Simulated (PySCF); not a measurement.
Shapes and spin states of FeCl3

Method: B3LYP in PySCF with Fe def2-SVP, Cl def2-SVP; no relativity; density-fitted integrals.

Relaxations began from a few typed shapes and spin states; open shells are unrestricted. The search is not exhaustive: other isomers or separated fragments can lie lower, and high-lying points may rest on an excited occupation.

Question: Which is the lowest minimum found?
A. quartet C2v: Fe–Cl 2.116 Å, Fe–Cl 2.125 Å (×2); Cl–Fe–Cl 110.3° (×2), Cl–Fe–Cl 139.5°
B. quartet (⟨S²⟩ 3.98) C2v: Fe–Cl 2.118 Å, Fe–Cl 2.127 Å (×2); Cl–Fe–Cl 110.6° (×2), Cl–Fe–Cl 138.9°
C. quartet C2v: Fe–Cl 2.122 Å (×2), Fe–Cl 2.133 Å; Cl–Fe–Cl 103.2°, Cl–Fe–Cl 128.4° (×2)
D. broken-symmetry Ms = 1/2 (⟨S²⟩ 2.26) C2v: Fe–Cl 2.110 Å, Fe–Cl 2.117 Å (×2); Cl–Fe–Cl 112.9° (×2), Cl–Fe–Cl 134.2°
E. sextet D3h: Fe–Cl 2.154 Å (×3); Cl–Fe–Cl 120.0° (×3)

Answer: E. The others lie at 72.1 (quartet C2v), 72.5 (quartet C2v), 73.6 (quartet C2v, a saddle point), 164.0 (broken-symmetry Ms = 1/2 C2v) kJ/mol above it.

Formally Fe is in oxidation state +3, d5, with 5 unpaired electrons (the high-spin count). The Mulliken spin on Fe is 4.03. The polar-tensor charge on Fe, 1.42, is far below the formal one.

For the lowest minimum: open d and f shells are described by one determinant, and the ground state may have another occupation or spin.
